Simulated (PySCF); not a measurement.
**The second ionisation energy along the third row**

All values are computed (PySCF 2.14, energy differences of UHF-based or UKS calculations, no spin-orbit coupling). Values in eV. The last column holds reference values (NIST; (s) semi-empirical, (t) theoretical, else measured). Unmarked ones compare directly (S terms, centres of terms, or small fine structure); those marked * lie between the lowest fine-structure levels and include a spin-orbit shift.

| element | configurations | UHF | MP2 (valence) | SCS-MP2 (valence) | CCSD (valence) | CCSD(T) (valence) | reference |
| --- | --- | --- | --- | --- | --- | --- | --- |
| Mg (pcseg-2, non-relativistic) | [Ne] 3s1 → [Ne] | 14.716 | n/a | n/a | n/a | n/a | 15.035 |
| Al (pcseg-2, non-relativistic) | [Ne] 3s2 → [Ne] 3s1 | 17.497 | 18.234 | 18.381 | 18.556 | 18.556 | 18.829 |
| Si (pcseg-2, non-relativistic) | [Ne] 3s2 3p1 → [Ne] 3s2 | 15.800 | 16.024 | 16.012 | 16.108 | 16.132 | 16.322 |
| P (pcseg-2, non-relativistic) | [Ne] 3s2 3p2 → [Ne] 3s2 3p1 | 19.151 | 19.548 | 19.465 | 19.571 | 19.598 | 19.769 (s) * |
| S (pcseg-2, non-relativistic) | [Ne] 3s2 3p3 → [Ne] 3s2 3p2 | 22.721 | 23.290 | 23.116 | 23.219 | 23.249 | 23.338 * |
| Cl (pcseg-2, non-relativistic) | [Ne] 3s2 3p4 → [Ne] 3s2 3p3 | 22.591 | 23.311 | 23.388 | 23.413 | 23.434 | 23.771 |
| Ar (pcseg-2, non-relativistic) | [Ne] 3s2 3p5 → [Ne] 3s2 3p4 | 26.385 | 27.316 | 27.308 | 27.287 | 27.312 | 27.630 * |

| method | elements | mean error (eV) | mean absolute error (eV) | largest error (eV) |
| --- | --- | --- | --- | --- |
| UHF | 4 | -0.838 | 0.838 | -1.331 |
| MP2 (valence) | 3 | -0.451 | 0.451 | -0.595 |
| SCS-MP2 (valence) | 3 | -0.380 | 0.380 | -0.448 |
| CCSD (valence) | 3 | -0.282 | 0.282 | -0.358 |
| CCSD(T) (valence) | 3 | -0.267 | 0.267 | -0.337 |

Errors include the incompleteness of the basis and the frozen core.

"Valence" correlates the outer s and p shells and, in groups 3 to 12 and the f block, the outer d or f shell, open or full, or the next shell where the ion has no valence electron left; the wider scheme adds the next inner shell.
